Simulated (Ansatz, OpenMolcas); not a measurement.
From OpenMolcas to Ansatz

OpenMolcas 26.06 runs this on GaSiH4F (SMILES [F][GaH][SiH3]):

mol.inp:
```
&GATEWAY
BasLib=$CurrDir
Coord
7
angstrom
F        0.231600      -2.152100       1.342200
Ga       0.019100      -0.400000       1.279300
Si      -0.029700       0.450800      -0.970800
H       -0.096900       0.235400       2.704700
H       -1.196100      -0.125700      -1.691600
H       -0.144400       1.933400      -0.983000
H        1.216400       0.058100      -1.680800
Basis=STO-3G
Group=NoSym
&SEWARD
&SCF
Thresholds=1e-10 1e-07 1e-07 1e-05
PrOrbitals=1 2
&ALASKA
```

```bash
$ export MOLCAS_MEM=1860
$ pymolcas mol.inp > mol.log
```

(Basis files named in the input come from the Basis Set Exchange and aren't shown.)

The shape is that of a PBE0-D4/def2-TZVP optimisation.

The shape isn't stationary at this level (largest force 3.9 eV/Å).

It gives a total energy of -2286.842580 Eh.

Translate the job to Ansatz 0.2.0 as an input file of the program's own, asking for the energy.

One way, which was run:

run.yaml:
```yaml
basis:
  gaussian: {orbitals: STO-3G}
crystal:
  periodic: [false, false, false]
  atoms:
    - symbol: F
      position_ang: [0.231600, -2.152100, 1.342200]
    - symbol: Ga
      position_ang: [0.019100, -0.400000, 1.279300]
    - symbol: Si
      position_ang: [-0.029700, 0.450800, -0.970800]
    - symbol: H
      position_ang: [-0.096900, 0.235400, 2.704700]
    - symbol: H
      position_ang: [-1.196100, -0.125700, -1.691600]
    - symbol: H
      position_ang: [-0.144400, 1.933400, -0.983000]
    - symbol: H
      position_ang: [1.216400, 0.058100, -1.680800]
hamiltonian: {xc: hf}
accuracy: high
output: {orbitals: {seedname: orbitals}}
```

```bash
$ ansatz run run.yaml --threads 1 --pin off --max-ram 3480MiB --events-out events.jsonl --progress --plain --runs-dir runs
```

Its energy is -2286.842580 Eh, the same as the first but for the last digit, at most.
